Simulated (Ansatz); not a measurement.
Gas-phase electronic energies from Ansatz, PBE0-D4/def2-TZVP geometries. CCSD(T)/CBS adds triple-zeta CCSD(T) − MP2 to the extrapolated MP2 energy (def2 sets, frozen cores). Elements past krypton have def2 core potentials. For Te outer-core shells are correlated without core-valence functions, which leaves a few kJ/mol of doubt a bond. Each species was taken in one conformer, which may not be the lowest.

Reaction (redistribution): `[CH3][AlH][TeH]` + `N[SiH2]S[SiH](N)F` → `N[SiH2][AlH][TeH]` + `CS[SiH](N)F`

`[CH3][AlH][TeH]`:

Z-matrix (Å, degrees):
```
C
Al 1 1.947
H 1 1.092 2 113.0
H 1 1.095 2 110.5 3 121.1
H 1 1.095 2 110.4 3 -121.1
Te 2 2.533 1 118.5 3 -0.3
H 2 1.584 1 123.8 3 179.7
H 6 1.657 2 91.2 1 179.9
```

`N[SiH2]S[SiH](N)F`:

```xyz
13

N     1.741    0.320    0.932
Si    0.424    1.405    0.905
S    -1.563    0.544    1.054
Si   -1.297   -1.051   -0.294
N    -0.374   -0.519   -1.630
F    -0.453   -2.265    0.317
H     1.859   -0.279    0.128
H     1.941   -0.186    1.782
H     0.491    2.190   -0.348
H     0.494    2.287    2.094
H    -2.635   -1.621   -0.572
H    -0.039   -1.189   -2.306
H    -0.590    0.364   -2.064
```

`N[SiH2][AlH][TeH]`:

Z-matrix (Å, degrees):
```
Si
Al 1 2.469
N 1 1.736 2 116.6
H 1 1.491 2 109.3 3 -121.3
H 1 1.493 2 108.8 3 121.1
Te 2 2.535 1 117.6 3 135.6
H 2 1.590 1 125.8 3 -42.8
H 3 1.008 1 118.6 2 66.8
H 3 1.008 1 118.4 2 -70.7
H 6 1.658 2 92.4 1 179.6
```

`CS[SiH](N)F`:

Cartesian coordinates in Å:
```
C -0.835 -0.815 -1.799
S 0.725 -0.182 -1.112
Si 0.187 0.083 0.913
N 1.317 1.153 1.568
F -1.334 0.597 0.927
H -1.066 -1.803 -1.401
H -0.688 -0.894 -2.876
H -1.654 -0.129 -1.596
H 0.169 -1.142 1.742
H 1.561 1.147 2.544
H 1.620 1.985 1.091
```

```
            species  CCSD/def2-TZVPP energy (Eh)
  `[CH3][AlH][TeH]`                   -550.49494
`N[SiH2]S[SiH](N)F`                  -1189.29530
`N[SiH2][AlH][TeH]`                   -856.79464
      `CS[SiH](N)F`                   -882.94191
```

(1) Work out ΔE.

Largest T1 diagnostic among the species: 0.012.

Answers

(1) ΔE = (-856.79464) + (-882.94191) − (-550.49494) − (-1189.29530) = 0.05369 Eh = +141.0 kJ/mol. CCSD(T)/CBS gives +142.2 kJ/mol.

In def2-TZVPP, CCSD(T) changes the Hartree–Fock value by +5.6 kJ/mol (the triples alone add +0.9 kJ/mol) and MP2 by +19.1 kJ/mol. From PBE to PBE0 (25 % exact exchange), in def2-TZVPP and without D4, ΔE moves by +7.3 kJ/mol. The D4 term adds +9.7 kJ/mol with B3LYP and +5.4 kJ/mol with PBE0; it sums over pairs of atoms, weighted by their polarisabilities, and B3LYP, whose exchange is more repulsive, gets the larger term.

B3LYP here is the variant with VWN-RPA as its local correlation; programs differ in this.
